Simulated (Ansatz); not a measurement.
Cl₄Ge, charge +1, doublet, at a GFN2-xTB geometry (a state made from the parent by changing its charge; the spin is typed, not shown lowest); HF/def2-SV(P) in Ansatz (an electronic-structure program).

Ansatz was given this input:
Ansatz 0.2 input:
```yaml
crystal:
  periodic: [false, false, false]
  atoms:
    - {symbol: Cl, position_ang: [-0.94911589, -1.52714720, -1.17575110]}
    - {symbol: Ge, position_ang: [-0.00000000, -0.00000000, 0.00000000]}
    - {symbol: Cl, position_ang: [2.10292203, -0.41368165, 0.14824520]}
    - {symbol: Cl, position_ang: [-0.28957289, 1.91039693, -0.93910666]}
    - {symbol: Cl, position_ang: [-0.86423325, 0.03043192, 1.96661257]}
basis:
  gaussian:
    orbitals: def2-SV_P_.json
    point_charges:
      - {charge: -1.0, position_ang: [-3.0802, 4.0279, -0.8912]}
hamiltonian:
  xc: hf
total_charge: 1
magnetization: {spin_polarized: true, initial_magnetization: 1}
```
The basis file holds def2-SV(P) in the JSON format of the Basis Set Exchange.

Task: Write the output that Ansatz gives for this input, abridged.

Result: 
```
Functional definition: HF
945 factors; integrals over basis functions are off by at most 4.9e-4 eV
mean field evaluation 1: about -106458.9927 eV, gradient 2.1e1 eV
mean field evaluation 2: about -106459.0261 eV, gradient 2.1e1 eV
mean field evaluation 4: about -106461.9832 eV, gradient 2.5e0 eV
mean field evaluation 8: about -106462.1028 eV, gradient 1.6e-1 eV
mean field evaluation 16: about -106462.1060 eV, gradient 5.6e-5 eV
mean field evaluation 32: about -106462.0453 eV, gradient 2.4e-1 eV
mean field evaluation 64: about -106460.7157 eV, gradient 1.4e0 eV
mean field evaluation 96: about -106461.0064 eV, gradient 8.9e-2 eV
mean field evaluation 128: about -106461.9993 eV, gradient 1.7e0 eV
mean field evaluation 160: about -106460.3767 eV, gradient 4.3e-1 eV
mean field evaluation 192: about -106462.1044 eV, gradient 9.1e-2 eV
mean field -106462.10599760 eV, -3912.4102328044 hartree, gradient 4.1e-6 eV, S^2 0.757604; 3 other end points of the search recorded, 0 dependent functions left out
reference -106462.10599760 eV, -3912.4102328044 hartree; 50, 49 occupied and 54, 55 virtual orbitals, 945 factors
Total energy: -106462.10599760 eV, -3912.4102328044 hartree
```
